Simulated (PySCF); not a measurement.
**C₆ coefficients of unlike pairs at r2SCANh**

Calculated with PySCF 2.14 from the dipole response of each species, C₆(A,B) = (3/π) ∫ α_A(iu) α_B(iu) du, in atomic units, from isotropic polarisabilities. For ions this is the dispersion term alone; charge-induced terms of lower order in 1/R come first.

| species | configuration | basis | relativity | α (bohr³) | C₆ (like pair) |
| --- | --- | --- | --- | --- | --- |
| Fe²⁺ | [Ar] 3d6 (5D) | aug-cc-pVDZ-DK (7s6p4d2f) | spin-free X2C | 3.756 | 10.79 |
| Li | [He] 2s1 (2S) | aug-cc-pVTZ-DK (5s4p3d2f) | spin-free X2C | 165.0 | 1443 |
| Cl⁺ | [Ne] 3s2 3p4 (3P) | aug-cc-pV(Q+d)Z with one added diffuse shell each of s, p, d, f, g type (8s7p6d4f3g) | none | 8.650 | 41.91 |

(1) Estimate C₆ for Cl⁺ with Fe²⁺.

No spin-orbit coupling is included.

The other pairs:

| pair | C₆ |
| --- | --- |
| Cl⁺, Li | 140.4 |
| Li, Fe²⁺ | 61.80 |

Results:

(1) The integral gives 20.63. The combination rule 2 C_A C_B / (C_A α_B/α_A + C_B α_A/α_B) gives 21.01 and the geometric mean 21.27.
